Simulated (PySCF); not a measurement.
[WSCl5]2- (charge -2 and doublet state).
Bonds: W1–S2, W1–Cl3, W1–Cl4, W1–Cl5, W1–Cl6, W1–Cl7.

The calculation used PBE0-D3(BJ)/def2-SVP geometry optimisation, gas phase, def2 core potentials past Kr (PySCF).

Task: What internal coordinates does the optimisation give?

Result: 
| bond | length (Å) |
| --- | --- |
| W1–S2 | 2.161 |
| W1–Cl3 | 2.518 |
| W1–Cl4 and 3 like bonds | 2.431 |

Bonds in one row agree within 0.01 Å and their mean is given. A selection of angles:
| angle | degrees |
| --- | --- |
| S2–W1–Cl3 | 179.6 |
| S2–W1–Cl4 | 95.2 |
| Cl3–W1–Cl4 | 84.8 |
| Cl3–W1–Cl5 | 84.4 |
| Cl4–W1–Cl5 | 169.3 |
| Cl4–W1–Cl6 | 89.2 |

W1 (tungsten bonded to 5 Cl and S) is distorted octahedral (the three widest angles are 179.6°, 169.3° and 169.1°, the others run from 84.4° to 95.7°). The Cl–W distances run from 2.430 Å (W1–Cl6) to 2.518 Å (W1–Cl3), a spread of 0.088 Å.

Point group: C4v (tolerance 0.08 Å). Stationary, but not proved a minimum. ⟨S²⟩ = 0.773 (exact for a doublet: 0.75). Whether so highly charged an anion holds all its electrons in the gas phase wasn't checked; a finite basis holds them in any case. The ion is multiply charged and computed without counter-ions or solvent.

The run took 2.8 min wall on x86-64 server, one thread, shared host. These figures are those of the optimisation.

Neither the SCF state along the optimisation nor the shape of the open-shell metal species was proved the lowest: other solutions of the same spin, or a structure of lower symmetry, can lie below.
